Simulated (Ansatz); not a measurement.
System: GaH₃Se, charge 0, singlet. GaH3Se (SMILES [GaH2][SeH]).
B3LYP-D3(BJ)/def2-TZVP minimum from Ansatz (a first-principles code):
```xyz
5

Ga     0.2661     0.0136    -1.1550
H     -0.8086    -0.5957    -2.1095
H      1.6387     0.6307    -1.5697
Se    -0.2952    -0.0314     1.1159
H      0.9575     0.6113     1.5435
```
Charge 0, spin multiplicity 1.

Total energies in cc-pVTZ, 12 correlated electrons, 28 frozen orbitals. Open shells are spin-unrestricted; no spin-orbit coupling. Correlated methods leave the cores frozen (noble-gas shells, and filled d and f shells in the p block). No relativity.

```json
[
 {"method": "HF", "program": "Ansatz", "energy (Eh)": "-4324.94881", "minus CCSDT(Q) (mEh)": "281.67"},
 {"method": "MP2", "program": "Ansatz", "energy (Eh)": "-4325.18605", "minus CCSDT(Q) (mEh)": "44.43"},
 {"method": "CCSD", "program": "Ansatz", "energy (Eh)": "-4325.21922", "minus CCSDT(Q) (mEh)": "11.25"},
 {"method": "CCSD(T)", "program": "Ansatz", "energy (Eh)": "-4325.22906", "minus CCSDT(Q) (mEh)": "1.42"},
 {"method": "CCSDT(Q)", "program": "Ansatz", "energy (Eh)": "-4325.23048", "minus CCSDT(Q) (mEh)": "0.00"}
]
```

Rough core times of Ansatz's runs on a shared machine: CCSD(T) under 20 s, CCSDT(Q) 7 min.
